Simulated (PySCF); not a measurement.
# Polarisability and C₆ of Mn⁺ (manganese, charge +1)

[Ar] 3d5 4s1, high-spin 7S determinant. All numbers are calculated (PySCF 2.14, the spin-free X2C one-electron Hamiltonian (Gaussian nucleus), in aug-cc-pwCVTZ-DK (10s9p7d4f3g, 127 functions)). Coupled (time-dependent) response in atomic units; α is the mean over directions.

```
method  mean α (bohr³)  C₆ (like pair)  S(−4)
 M06-L           32.36           178.5  826.1
```

S(−4) is the Cauchy moment in α(ω) = α(0) + S(−4) ω² + …

α(iu) at M06-L:

```
u (hartree)  α(iu) (bohr³)
          0          32.36
     0.0500          30.43
      0.100          25.96
      0.200          17.01
      0.300          11.50
      0.500          6.489
      0.750          4.097
       1.00          2.971
       1.50          1.878
       2.00          1.335
       3.00         0.7921
       5.00         0.3783
```

A single London oscillator, α(iu) = α/(1 + u²/ω²), gives C₆ = (3/4) ω α². Matching the computed C₆ needs ω = 4 × 178.5 / (3 × 32.36²) = 0.227 hartree.

For an ion, C₆ is the dispersion term alone; charge-induced terms of lower order in 1/R come first.
